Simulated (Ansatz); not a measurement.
Total energies of `CN(C)c1ccc(-c2ccc(-c3ccc(C#N)cc3)cc2)cc1` from Ansatz at PBE-D4/def2-TZVP, gas phase (1 Eh = 27.2114 eV = 2625.5 kJ/mol). The reference geometry is relaxed at PBE-D4/def2-SVP.

```json
{"state": "charge 0 singlet", "geometry": "reference", "energy (Eh)": "-919.77162"}
{"state": "charge 1 doublet", "geometry": "reference", "energy (Eh)": "-919.52844"}
{"state": "charge -1 doublet", "geometry": "reference", "energy (Eh)": "-919.80401"}
{"state": "free C atom (triplet)", "geometry": "–", "energy (Eh)": "-37.79597"}
{"state": "free N atom (quartet)", "geometry": "–", "energy (Eh)": "-54.53214"}
{"state": "free H atom (doublet)", "geometry": "–", "energy (Eh)": "-0.49962"}
```

Single mean-field runs in def2-TZVP are fitted with def2-universal-jkfit.

Question: Work out the vertical ionisation energy to the doublet.

Answer: E(charge 1 doublet) − E(charge 0 singlet) = -919.52844 − (-919.77162) = 0.24318 Eh = 6.62 eV. For comparison, −ε of the highest occupied level is 4.73 eV at this level, 1.89 eV less.

Question: Work out the vertical electron affinity, to the doublet.

Answer: E(charge 0 singlet) − E(charge -1 doublet) = -919.77162 − (-919.80401) = 0.03239 Eh = 0.88 eV. The basis lacks diffuse functions, which makes affinities too small.

Question: Give the fundamental gap IE − EA, the Mulliken electronegativity (IE + EA)/2 and the hardness (IE − EA)/2.

Answer: From the values in Eh: IE − EA = 0.24318 − 0.03239 = 0.21079 Eh = 5.74 eV; (IE + EA)/2 = 3.75 eV; (IE − EA)/2 = 2.87 eV. The HOMO–LUMO gap of the same run is 2.13 eV, 3.61 eV smaller than the fundamental gap.

Question: What is the binding energy per atom against free atoms?

Answer: Atoms: 21 × (-37.79597) + 2 × (-54.53214) + 18 × (-0.49962) = -911.77281 Eh. Binding: -911.77281 − (-919.77162) = 7.99881 Eh = 217.66 eV, or 5.31 eV for each of 41 atoms (no zero-point energy, no counterpoise term).

At PBE-D4/def2-TZVP the highest occupied level of the charge -1 doublet lies above zero (up to 0.89 eV). By energy differences its removal costs 0.88 eV (vertical, to the charge 0 singlet, at PBE-D4/def2-TZVP); self-interaction error and the lack of diffuse functions both raise the level.
